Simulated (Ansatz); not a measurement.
Ansatz (a quantum-chemistry and plane-wave program) input (B3LYP-D3(BJ)/def2-TZVP):

Ansatz 0.2 input:
```yaml
crystal:
  periodic: [false, false, false]
  atoms:
    - {symbol: Ru, position_ang: [0.00273474, -0.30527866, 0.11054309]}
    - {symbol: F, position_ang: [-1.72802191, -0.77011431, -0.13977283]}
    - {symbol: F, position_ang: [0.01508702, 1.44408851, -0.62290155]}
    - {symbol: F, position_ang: [1.72569310, -0.48359028, 0.63015383]}
basis:
  gaussian:
    orbitals: def2-TZVP
hamiltonian:
  xc: b3lyp
  dispersion: d3bj
magnetization: {spin_polarized: true, initial_magnetization: 3}
relax: {f_tol: 0.002, max_steps: 150}
```

Output:

```
Functional definition: B3LYP
integrals: 0.04 GiB planned
846 factors; their error is unknown
mean field: 0.57 GiB planned
mean field evaluation 1: about -10733.1456 eV, gradient 4.1e1 eV
mean field evaluation 2: about -10666.6978 eV, gradient 1.4e2 eV
mean field evaluation 4: about -10737.7035 eV, gradient 8.0e0 eV
mean field evaluation 8: about -10737.8819 eV, gradient 2.0e-1 eV
mean field evaluation 16: about -10737.9230 eV, gradient 1.1e-3 eV
mean field evaluation 32: about -10737.9230 eV, gradient 7.4e-6 eV
mean field -10737.92300502 eV, -394.6113920090 hartree, gradient 7.4e-6 eV, S^2 3.757731; 6 other end points of the search recorded, 0 dependent functions left out
the calculation of the forces begins
reference -10737.92325033 eV, -394.6114010237 hartree; 23, 20 occupied and 110, 113 virtual orbitals, 846 factors
relax step   1: F+E_penalty+E_count = -10738.01987106 eV  Δ(F+E_penalty+E_count) = +0.000e0 eV  max|allowed force component| = 1.436e0 eV/Å  Δτ_max = 0.0000 Å  (147 SCF iters, accepted)
these checks for a lower state are left out or cut short: starts, cluster_reference, orbital_swaps, neighbouring_geometries, increment
integrals: 0.04 GiB planned
846 factors; their error is unknown
mean field: 0.57 GiB planned
mean field -10738.00102760 eV, -394.6142592859 hartree, gradient 9.5e-6 eV, S^2 3.757944; 0 other end points of the search recorded, 0 dependent functions left out
the calculation of the forces begins
reference -10738.00127228 eV, -394.6142682777 hartree; 23, 20 occupied and 110, 113 virtual orbitals, 846 factors
relax step   2: F+E_penalty+E_count = -10738.09774689 eV  Δ(F+E_penalty+E_count) = -7.788e-2 eV  max|allowed force component| = 2.638e-1 eV/Å  Δτ_max = 0.0522 Å  (68 SCF iters, accepted)
these checks for a lower state are left out or cut short: starts, cluster_reference, orbital_swaps, neighbouring_geometries, increment
integrals: 0.04 GiB planned
846 factors; their error is unknown
mean field: 0.57 GiB planned
mean field evaluation 64: about -10737.9570 eV, gradient 1.5e0 eV
mean field -10738.00642460 eV, -394.6144576218 hartree, gradient 5.1e-6 eV, S^2 3.757887; 0 other end points of the search recorded, 0 dependent functions left out
the calculation of the forces begins
reference -10738.00666897 eV, -394.6144666025 hartree; 23, 20 occupied and 110, 113 virtual orbitals, 846 factors
relax step   3: F+E_penalty+E_count = -10738.10321430 eV  Δ(F+E_penalty+E_count) = -5.467e-3 eV  max|allowed force component| = 8.334e-3 eV/Å  Δτ_max = 0.0219 Å  (65 SCF iters, accepted)
these checks for a lower state are left out or cut short: starts, cluster_reference, orbital_swaps, neighbouring_geometries, increment
integrals: 0.04 GiB planned
846 factors; their error is unknown
mean field: 0.57 GiB planned
mean field -10738.00642437 eV, -394.6144576136 hartree, gradient 1.7e-6 eV, S^2 3.757883; 0 other end points of the search recorded, 0 dependent functions left out
the calculation of the forces begins
reference -10738.00666875 eV, -394.6144665942 hartree; 23, 20 occupied and 110, 113 virtual orbitals, 846 factors
relax step   4: F+E_penalty+E_count = -10738.10321799 eV  Δ(F+E_penalty+E_count) = -3.689e-6 eV  max|allowed force component| = 1.019e-3 eV/Å  Δτ_max = 0.0005 Å  (74 SCF iters, accepted)
integrals: 0.04 GiB planned
846 factors; their error is unknown
mean field: 0.57 GiB planned
mean field evaluation 96: about -10661.9717 eV, gradient 1.5e2 eV
mean field evaluation 128: about -10738.0049 eV, gradient 4.9e-2 eV
mean field -10738.00642437 eV, -394.6144576136 hartree, gradient 1.7e-6 eV, S^2 3.757883; 7 other end points of the search recorded, 0 dependent functions left out
the calculation of the forces begins
reference -10738.00666875 eV, -394.6144665942 hartree; 23, 20 occupied and 110, 113 virtual orbitals, 846 factors
Total energy: -10738.10346236 eV, -394.6180236938 hartree
Atom 0 at     0.001162    -0.332182     0.121562 Å, force    -0.000374    -0.000878     0.000345 eV/Å
Atom 1 at    -1.783885    -0.736082    -0.168559 Å, force     0.000677     0.000056     0.000120 eV/Å
Atom 2 at     0.016894     1.391268    -0.600189 Å, force     0.000716     0.000167     0.000105 eV/Å
Atom 3 at     1.781323    -0.437899     0.625208 Å, force    -0.001019     0.000655    -0.000570 eV/Å
Dipole moment:    -0.004414    -0.487439     0.204107 e Å
```

The spin state was set by rule; other spins were not relaxed.
